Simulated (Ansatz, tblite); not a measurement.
Isomers of Hg3Te3 (singlet), found by a short tight-binding search and relaxed with B3LYP-D4/def2-SVP in Ansatz.

In the def2 sets Hg, Te take a core potential; there is no spin–orbit coupling. The xTB rows come from tblite. Correlated methods freeze 12 core orbitals; core or outer-core shells of Hg, Te are correlated, in sets that lack core-valence functions.

Other spin states weren't relaxed.

A:

| atom | x (Å) | y (Å) | z (Å) |
| --- | --- | --- | --- |
| Hg1 | 0.239 | -1.983 | 0.082 |
| Hg2 | -0.054 | 0.928 | -1.770 |
| Hg3 | -0.186 | 1.055 | 1.688 |
| Te4 | 0.288 | -1.639 | -2.623 |
| Te5 | -0.372 | 3.082 | -0.127 |
| Te6 | 0.084 | -1.443 | 2.750 |

B:

Cartesian coordinates in Å:
```
Hg 2.285 -1.576 -0.755
Hg -0.065 1.879 -0.365
Hg -0.165 -0.642 1.530
Te 1.019 1.780 2.166
Te -2.006 -1.597 -0.302
Te -1.068 0.156 -2.273
```

Problem. Estimate which lies lowest at each level, and how far above it the others are (kJ/mol).

Solution. 
| level | A | B |
| --- | --- | --- |
| GFN1-xTB | 29.9 | 0.0 |
| GFN2-xTB | 73.7 | 0.0 |
| HF/def2-TZVP | 0.0 | 124.6 |
| PBE-D4/def2-TZVP | 0.0 | 75.0 |
| r2SCAN-D4/def2-TZVP | 0.0 | 98.2 |
| PBE0-D4/def2-TZVP | 0.0 | 97.0 |
| ωB97X-V/def2-TZVP | 0.0 | 118.1 |
| ωB97M-V/def2-TZVP | 0.0 | 113.6 |
| MP2/def2-TZVP | 0.0 | 86.1 |
Point groups (tolerance 0.1 Å): A D3h, B not assigned. Lower isomers may exist.
